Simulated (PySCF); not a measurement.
**Working out the ionisation energy of Cu⁺**

Cu⁺ [Ar] 3d10 (1S) → Cu²⁺ [Ar] 3d9 (2D). Computed with PySCF 2.14 in x2c-TZVPall, with the spin-free X2C one-electron Hamiltonian (Gaussian nucleus). Frozen: [Ar]. Energies in hartree (1 hartree = 27.21139 eV):

| part | Cu⁺ (lower) | Cu²⁺ (upper) |
| --- | --- | --- |
| UHF | -1652.890205 | -1652.257101 |
| MP2 opposite-spin | -0.239022 | -0.164837 |
| MP2 same-spin | -0.140837 | -0.096288 |

What does Hartree-Fock give?

(-1652.257101) − (-1652.890205) = 0.633104 hartree = 17.228 eV.

What do MP2 and SCS-MP2 (6/5 opposite-spin, 1/3 same-spin) give?

The opposite-spin parts differ by 2.019 eV and the same-spin parts by 1.212 eV. MP2: 17.228 + (2.019) + (1.212) = 20.459 eV. SCS-MP2: 17.228 + 1.2 × (2.019) + (1.212)/3 = 20.055 eV.

Reference: 20.292 eV (measured; NIST Atomic Spectra Database, ionization energies), between the lowest levels; spin-orbit coupling is absent from the calculation.

What remains against the reference includes basis incompleteness, the frozen core and correlation beyond second order.
